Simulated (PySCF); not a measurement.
# Spinor energies of Hf⁺ (hafnium, charge +1)

Start: [Xe] 4f14 5d1 6s1 6p1; 5d5/2 filled at m_j = +5/2; 6s1/2 filled at m_j = +1/2; 6p3/2 filled at m_j = +3/2. Calculated with PySCF 2.14 in x2c-TZVPall-2c: generalised Hartree-Fock with the X2C-1e Hamiltonian and a Gaussian nucleus; spin-orbit coupling (SO) screened by Boettger's factors. This is a chosen level, not necessarily the ground level.

```csv
spinor shell,electrons,"ε, screened SO (eV)",weight of nominal j (screened SO),"rms radius, screened SO (bohr)"
1s1/2,2,-65684.7,1.000,0.0215
2s1/2,2,-11377.5,1.000,0.0869
2p1/2,2,-10846.8,1.000,0.0740
2p3/2,4,-9649.5,1.000,0.0812
3s1/2,2,-2660.1,1.000,0.222
3p1/2,2,-2424.9,1.000,0.214
3p3/2,4,-2163.7,1.000,0.228
3d3/2,4,-1770.2,1.000,0.202
3d5/2,6,-1713.7,1.000,0.206
4s1/2,2,-575.15,1.000,0.498
4p1/2,2,-477.42,1.000,0.508
4d3/2,4,-255.99,1.000,0.571
4d5/2,6,-244.71,1.000,0.583
5s1/2,2,-91.353,1.000,1.22
5p1/2,2,-60.093,0.994,1.35
5p3/2,4,-52.202,0.997,1.46
4f5/2,6,-43.097,0.995,0.740
4f7/2,8,-41.429,0.996,0.747
5d5/2,1,-16.899,1.000,2.42
6s1/2,1,-16.198,0.981,3.38
6p3/2,1,-10.625,1.000,4.22
```

Q: Where does 4p3/2 lie, and what is the 4p spin-orbit splitting (screened SO)?

A: At -417.15 eV, 60.270 eV above 4p1/2.

```csv
quantity,screened SO
E (hartree),-15082.43304
M_J,9/2
⟨J²⟩,24.861
⟨L²⟩,12.224
⟨S²⟩,3.863
```

Each row is a mean over spinors that exchange with the open shell spreads, by up to 3.427 eV (5p3/2).

⟨J²⟩ departs a little from M_J(M_J + 1) because the unrestricted spinors polarise the closed shells.

Breit and QED terms are absent; they matter most for the inner s and p1/2 levels.

Densities and radii are taken from the X2C orbitals without a picture-change correction, which distorts them close to the nucleus.
